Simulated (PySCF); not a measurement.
Method: B3LYP-D3(BJ)/def2-TZVP in PySCF. Isolated molecules, 0 K electronic values unless said otherwise. B3LYP has the VWN-RPA correlation part, as in Gaussian. 

Reference species (SMILES): `C#CB=N` (neutral, multiplicity 1).

| Item | Result |
|---|---|
| HOMO–LUMO gap | 6.86 eV |
| S1 oscillator strength | 0.000 |

Changed species: `B=NC#C`.

Q: Give the shifts of the HOMO–LUMO gap and S1 oscillator strength.

A: the HOMO–LUMO gap falls by 0.72 eV, to 6.14 eV; the S1 oscillator strength hardly moves.
